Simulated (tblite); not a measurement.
A tight-binding relaxation on `[F][AlH2-][O+]1CC=CCC1`.

Computed with GFN2-xTB geometry optimisation, gas phase (tblite 0.8.0). Start geometry: from a force field or distance geometry. The input is one job of a driver script: a line of settings, then coordinates in Å.

Command:
```bash
OMP_NUM_THREADS=1 python probes_run.py task.json out
```

Input:
```
{"job": {"kind": "relax", "xc": "GFN2-xTB", "basis": "xTB"}, "charge": 0, "multiplicity": 1}
F      2.936100    -2.089300     0.491400
Al     2.395700    -0.359800     0.465300
O      0.536600    -0.286100     0.471000
C      0.119200     1.080400     0.640100
C     -1.382300     1.202600     0.609300
C     -2.122200     0.334200    -0.103600
C     -1.494000    -0.880200    -0.730100
C      0.041400    -0.759100    -0.775600
H      2.978300     0.352400    -0.829600
H      2.959100     0.371600     1.779900
H      0.548900     1.749000    -0.127600
H      0.444800     1.431600     1.650400
H     -1.863400     2.063800     1.075400
H     -3.190500     0.459400    -0.148700
H     -1.777300    -1.762100    -0.116900
H     -1.898200    -1.018200    -1.741100
H      0.433500    -1.779200    -0.992100
H      0.325300    -0.104600    -1.629000
```

Estimate the output.

```
step      E/eV     max force
  0    -700.88405    3.449
  1    -701.18864    2.387
  2    -701.38460    1.880
  3    -701.45580    0.735
  4    -701.48784    0.367
  5    -701.52025    0.392
  6    -701.53327    0.376
  7    -701.54753    0.335
  8    -701.55504    0.331
  9    -701.56343    0.308
... (124 lines left out)
134    -701.82634    0.048
135    -701.82709    0.057
136    -701.82765    0.049
137    -701.82807    0.035
138    -701.82830    0.024
139    -701.82841    0.021
140    -701.82846    0.020
141    -701.82850    0.017
142    -701.82853    0.011
143    -701.82855    0.010
```

«max force» is the largest atomic force in eV/Å.

From which step on does the largest force stay under 0.1 eV/Å, and how much energy is left to gain from there?

From step 127 (0.077 eV/Å), 7.1 meV above the end.

Main results: energy lowered by 21.8 kcal/mol over 143 steps; largest atomic force 0.010 eV/Å at the end.

Where do the atoms end?

0.773 Å rms from the input after alignment:
```
atom  x, y, z in Å
F1     2.4926   -1.9916   -0.0137
Al2    2.2257   -0.5631    0.7920
O3     0.8002    0.0763   -0.2472
C4     0.2808    1.3195    0.1834
C5    -1.1681    1.2337    0.5468
C6    -1.9089    0.1817    0.2395
C7    -1.3455   -0.9868   -0.5099
C8    -0.0373   -0.5819   -1.1811
H9     3.2170    0.6081    0.5484
H10    1.5472   -0.6614    2.1877
H11    0.4353    2.0769   -0.6004
H12    0.8849    1.5976    1.0528
H13   -1.5683    2.0824    1.0787
H14   -2.9465    0.1253    0.5307
H15   -1.1541   -1.8047    0.1911
H16   -2.0570   -1.3424   -1.2570
H17    0.5212   -1.4537   -1.5260
H18   -0.2279    0.0903   -2.0274
```

Hardware: one thread of an Arm Neoverse V2, shared host with 96 logical CPUs at a one-minute load of 70. Cost: 0.9 s.
Labels such as C1 count atoms from 1, the log's own numbers from 0.
